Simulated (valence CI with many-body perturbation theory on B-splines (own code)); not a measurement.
## Missing levels of Xe³⁹⁺

Level of theory: valence CI with perturbative core correlation (CI+MBPT): five valence electrons over a frozen Dirac-Fock core [Ne], radial functions for each j: 11 s, 11 p, 10 d, 8 f, 5 g, 2 h, with the one-electron correlation potential Σ1, the two-electron term Σ2, the three-electron term Σ3, Breit, model QED; selected CI, second order for the rest, scaled by the run's own slope (own B-spline code, finite nucleus).

No measured spectrum was set against this ion. As an estimate, large intervals hold to a few tenths of a per cent, small ones and those within an open d or f shell to about a per cent. Among the levels kept, up to 4700 cm⁻¹ of a level comes from second order outside the variational space, and about a tenth of that is noise between levels of different J, which matters for small intervals.

```csv
Level,E (eV)
(3s^2 3p1/2^2 3p3/2) J=3/2,0.00
(3s^2 3p1/2 3p3/2^2) J=3/2,?
(3s^2 3p1/2 3p3/2^2) J=5/2,?
(3s^2 3p1/2 3p3/2^2) J=1/2,89.32
(3s^2 3p1/2^2 3d3/2) J=3/2,151.66
(3s^2 3p3/2^3) J=3/2,161.52
(3s 3p1/2^2 3p3/2^2) J=5/2,168.81
(3s^2 3p1/2^2 3d5/2) J=5/2,?
(3s 3p1/2^2 3p3/2^2) J=1/2,198.06
(3s 3p1/2^2 3p3/2^2) J=3/2,199.14
(3s^2 3p1/2 3p3/2 3d3/2) J=5/2 [a],?
(3s^2 3p1/2 3p3/2 3d3/2) J=3/2 [a],223.29
(3s^2 3p1/2 3p3/2 3d3/2) J=1/2 [a],223.94
(3s^2 3p1/2 3p3/2 3d3/2) J=7/2,?
(3s^2 3p1/2 3p3/2 3d5/2) J=3/2 [a],238.71
(3s^2 3p1/2 3p3/2 3d5/2) J=7/2 [a],240.89
(3s^2 3p1/2 3p3/2 3d5/2) J=5/2 [a],244.67
(3s^2 3p1/2 3p3/2 3d5/2) J=9/2,249.38
(3s^2 3p1/2 3p3/2 3d3/2) J=5/2 [b],249.85
(3s^2 3p1/2 3p3/2 3d3/2) J=1/2 [b],?
```

Levels are named by their leading jj configuration (3d3/2^4 stands for four electrons in 3d with j = 3/2), which in mixed levels can hold well under half, so a name can repeat and another be missing. Letters in brackets count levels of one name in rising energy.

Q: The levels stand in rising order. What does the calculation give for the missing energies?

A: (3s^2 3p1/2 3p3/2^2) J=3/2 71.10; (3s^2 3p1/2 3p3/2^2) J=5/2 79.26; (3s^2 3p1/2^2 3d5/2) J=5/2 186.25; (3s^2 3p1/2 3p3/2 3d3/2) J=5/2 [a] 222.47; (3s^2 3p1/2 3p3/2 3d3/2) J=7/2 230.23; (3s^2 3p1/2 3p3/2 3d3/2) J=1/2 [b] 254.11.
